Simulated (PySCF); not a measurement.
SiF2, SMILES F[Si]F (connectivity only; charge and spin as stated), neutral, multiplicity 1. Heavy atoms are numbered as in [Si:1]([F:2])[F:3].

Coordinates come from a r2SCAN-D4/def2-TZVP optimisation. The isomer is the one that the SMILES or the coordinates give; other isomers of the formula were not compared.

Level of theory: B3LYP/def2-TZVPD (PySCF).

Mulliken values depend strongly on the basis, most of all with diffuse functions as here. ESP charges are fitted to the potential on shells at 1.4 to 2.0 van der Waals radii. Atomic charges (e), one atom of each kind:

```csv
atom,Mulliken,meta-Löwdin,ESP fit
Si1,0.45,0.97,?
F2,-0.22,-0.49,?
```

Fill in the missing entries. (Estimate from the structure and the level; the computed values follow.)


- Si1, ESP fit: 0.31
- F2, ESP fit: -0.15
